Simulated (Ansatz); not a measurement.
Consider the ligand exchange at a Ge–C bond: `[CH3][Ge]([F])([F])[Br]` + HCl → `[F][Ge]([F])([Cl])[Br]` + CH₄.

Calculated with Ansatz (gas phase, PBE0-D4/def2-TZVP geometries, no zero-point term in ΔE). CBS: MP2 limit from def2 TZ/QZ plus the TZ coupled-cluster correction, frozen cores. This one scheme is used for every species. DFT in def2-TZVPP. For Br, Ge outer-core shells are correlated without core-valence functions, which leaves a few kJ/mol of doubt a bond. Scalar relativity is left out up to krypton.

| species | revPBE-D4 energy (Eh) |
| --- | --- |
| `[CH3][Ge]([F])([F])[Br]` | -4890.55693 |
| HCl | -460.73668 |
| `[F][Ge]([F])([Cl])[Br]` | -5310.79272 |
| CH₄ | -40.52299 |

Task: Work out ΔE.

Result: ΔE = (-5310.79272) + (-40.52299) − (-4890.55693) − (-460.73668) = -0.02210 Eh = -0.60 eV. CCSD(T)/CBS gives -0.53 eV.

Task: What do rigid-rotor, harmonic-oscillator terms from PBE0-D4/def2-TZVP frequencies (298.15 K, 1 bar) make of the CCSD(T)/CBS value? (An estimate is asked.)

Result: Computed: ΔZPE = +0.07 eV, ΔH = -0.46 eV, ΔS = -11 J/(mol·K), ΔG = -0.43 eV.

Largest T1 diagnostic among the species: 0.010.

At CCSD(T), def2-SVP lies −0.11 eV from the extrapolated value and def2-TZVPP −0.02 eV. Leaving LDA and LC-ωPBE aside and taking each functional with its dispersion term where it has one, the values, not all of them listed here, spread over 0.10 eV, from B97M-V to CAM-B3LYP-D4. LDA lies +0.07 eV from PBE without D4. In def2-TZVPP, CCSD(T) changes the Hartree–Fock value by +0.12 eV (the triples alone add −0.01 eV) and MP2 by +0.10 eV.
